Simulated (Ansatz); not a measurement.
`CCC(C)Br` + H₂ → `CCBr` + ethane at 500 K and 1 bar (hydrogenolysis of a C–C bond).

Program: Ansatz. Geometries: PBE0-D4/def2-TZVP. ΔE: electronic, gas phase. CCSD(T)/CBS is the MP2 limit (def2-TZVPP, def2-QZVPP) plus CCSD(T) − MP2 in def2-TZVPP, frozen cores. This one scheme is used for every species. For Br outer-core shells are correlated without core-valence functions, which leaves a few kJ/mol of doubt a bond. Scalar relativity is left out up to krypton. Each species was taken in one conformer, which may not be the lowest.

| species | CCSD(T)/CBS energy (Eh) | H − E (kJ/mol) | S (J/(mol·K)) |
| --- | --- | --- | --- |
| `CCC(C)Br` | -2730.96533 | 369.0 | 411.1 |
| H₂ | -1.17544 | 41.0 | 145.5 |
| `CCBr` | -2652.43806 | 202.3 | 324.8 |
| `CC` | -79.71954 | 220.5 | 259.9 |

H − E and S are ideal-gas, rigid-rotor, harmonic terms from PBE0-D4/def2-TZVP, for one conformer and one mirror image of each species. The MP2-based limit puts H₂ 0.8 mEh under its directly extrapolated value; such offsets cancel only in part. 1 Eh = 2625.50 kJ/mol, R = 8.31446 J/(mol·K).

**Question.** By hand: ΔE, ΔH, ΔS and ΔG.

**Answer.** ΔE = (-2652.43806) + (-79.71954) − (-2730.96533) − (-1.17544) = -0.01683 Eh = -44.2 kJ/mol. Δ(H − E) = 202.3 + 220.5 − 369.0 − 41.0 = 12.8, so ΔH = -31.4 kJ/mol. ΔS = 324.8 + 259.9 − 411.1 − 145.5 = 28.1 J/(mol·K). ΔG = -31.4 − 500 × (28.1)/1000 = -45.5 kJ/mol.

**Question.** By hand: the equilibrium constant, and the temperature at which ΔG would vanish if ΔH and ΔS stayed fixed.

**Answer.** log₁₀ K = −ΔG/(RT ln 10) = 4.8. ΔH and −TΔS have one sign here, so there is no such temperature.

TΔS isn't small against ΔH here. A doubt of 5 kJ/mol in ΔE shifts log₁₀ K by 0.5 here. Other conformers and mirror images would add mixing entropy, several J/(mol·K) or more a flexible species. These are equilibria of isolated gas molecules and say nothing of rates. Largest T1 diagnostic: 0.008 (customary marks: 0.02 for closed shells, 0.045 for open ones).
